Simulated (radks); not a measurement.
Q: The arsenic ion As8+ is in [Ar] 3d7. All-electron calculation, scalar-relativistic Kohn-Sham, PBEsol, spin-polarised, spherical densities, finite nucleus; Fermi nuclear charge, rms radius of each element as measured or else 0.836 A^(1/3) + 0.57 fm. Program: a radial shooting solver on a logarithmic mesh with Libxc functionals. Open shells are filled with parallel spins first. One electron is removed from 2p, 3p, 3d, 3s in turn, with full relaxation. Which removal costs least, and what does each cost?

A: 3d 214.66 eV; 3p 308.85 eV; 3s 366.30 eV; 2p 1522.8 eV. The 3d electron leaves first.
